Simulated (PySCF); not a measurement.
Choosing a molecule for a target property.

Species are written as SMILES; each is one conformer at its optimised geometry, gas phase, non-relativistic unless stated. Electronic properties by PySCF.

Dipoles, sizes and rotational constants follow the conformer. The torsions of the flexible species, by atom-mapped SMILES:
- `[SiH3:1][O:2][C@:3]1([CH2:4][Cl:5])[CH2:6][CH2:7][O:8]1`: Si1–O2–C3–C4 -129°, O2–C3–C4–Cl5 -177°
- `[H]/[N:4]=[C:3](\[CH:2]=[CH2:1])[CH:5]([F:6])[F:7]`: C1–C2–C3–N4 180°, C2–C3–C5–F6 -59°
- `[CH3:1][C@@H:2]([C:3]#[N:4])[C@@:5]1([F:6])[S:7][C@@H:8]1[F:9]`: C1–C2–C5–F6 -55°
- `[Cl:1][CH:2]([Cl:3])[C:4]1=[CH:5][SiH2:6][C@H:7]1[Cl:8]`: Cl1–C2–C4–C5 107°
- `[CH2:1]=[N:2][Si@H:3]([SiH3:4])[O:5][C:6](=[O:7])[SiH3:8]`: C1–N2–Si3–Si4 -104°, N2–Si3–O5–C6 118°, Si3–O5–C6–O7 3°

The conformers of `C[C@@H]1O[C@@H](CCl)O[SiH2]1` aren't listed.

(1) Wanted: electronic spatial extent ⟨r²⟩ about the centre of nuclear charge above 1400 bohr² (wB97X-D/def2-SVPD) and HOMO–LUMO gap above 10.4 eV (wB97X-D/def2-SVPD), at GFN2-xTB geometries. Which candidate meets both?
A. `ClC[C@@]1(OCC1)O[SiH3]`
B. `N(=C(/C=C)C(F)F)/[H]`
C. `[SiH2]1C=C(C(Cl)Cl)[C@@H]1Cl`
D. `[C@H]1([C@](S1)([C@H](C#N)C)F)F`

(2) Wanted: lowest triplet excitation (Tamm–Dancoff) between 4.5 eV and 6 eV (TDA wB97X-D/def2-SVPD) and lowest singlet excitation below 5.5 eV (TDDFT wB97X-D/def2-SVPD), at GFN2-xTB geometries. Which candidate meets both?
A. `ClC(Cl)C1=C[SiH2][C@H]1Cl`
B. `C=N[Si@H]([SiH3])OC(=O)[SiH3]`
C. `[H]/N=C(\C=C)C(F)F`
D. `C[C@@H]1O[C@@H](CCl)O[SiH2]1`
E. `ClC[C@@]1(O[SiH3])CCO1`
F. `C(#N)[C@@H]([C@@]1([C@@H](F)S1)F)C`

(3) Wanted: smallest rotational constant between 0.7 GHz and 0.84 GHz (GFN2-xTB) and static isotropic polarisability above 85 au (wB97X-D/def2-SVPD), at GFN2-xTB geometries. Which candidate meets both?
A. `N(=C(/C=C)C(F)F)/[H]`
B. `ClC[C@@]1(OCC1)O[SiH3]`
C. `[SiH2]1C=C(C(Cl)Cl)[C@@H]1Cl`
D. `[C@H]1([C@](S1)([C@H](C#N)C)F)F`

## Answers

(1) A. Computed values:
```
                        species  electronic spatial extent ⟨r²⟩ about the centre of nuclear charge  HOMO–LUMO gap
           N(=C(/C=C)C(F)F)/[H]                                                          688 bohr²        9.98 eV
[C@H]1([C@](S1)([C@H](C#N)C)F)F                                                         1330 bohr²       10.67 eV
         ClC[C@@]1(OCC1)O[SiH3]                                                         1468 bohr²       11.75 eV
   [SiH2]1C=C(C(Cl)Cl)[C@@H]1Cl                                                         2016 bohr²       10.15 eV
```

(2) F. Computed values:
```
                           species  lowest triplet excitation (Tamm–Dancoff)  lowest singlet excitation
     C=N[Si@H]([SiH3])OC(=O)[SiH3]                                   3.47 eV                    4.01 eV
                [H]/N=C(\C=C)C(F)F                                   3.63 eV                    4.79 eV
         ClC(Cl)C1=C[SiH2][C@H]1Cl                                   4.23 eV                    5.71 eV
C(#N)[C@@H]([C@@]1([C@@H](F)S1)F)C                                   4.85 eV                    5.26 eV
      C[C@@H]1O[C@@H](CCl)O[SiH2]1                                   6.67 eV                    7.18 eV
            ClC[C@@]1(O[SiH3])CCO1                                   6.99 eV                    7.38 eV
```

(3) B. Computed values:
```
                        species  smallest rotational constant  static isotropic polarisability
   [SiH2]1C=C(C(Cl)Cl)[C@@H]1Cl                     0.578 GHz                         111.6 au
         ClC[C@@]1(OCC1)O[SiH3]                     0.801 GHz                          89.6 au
[C@H]1([C@](S1)([C@H](C#N)C)F)F                     0.877 GHz                          80.8 au
           N(=C(/C=C)C(F)F)/[H]                     1.910 GHz                          59.1 au
```
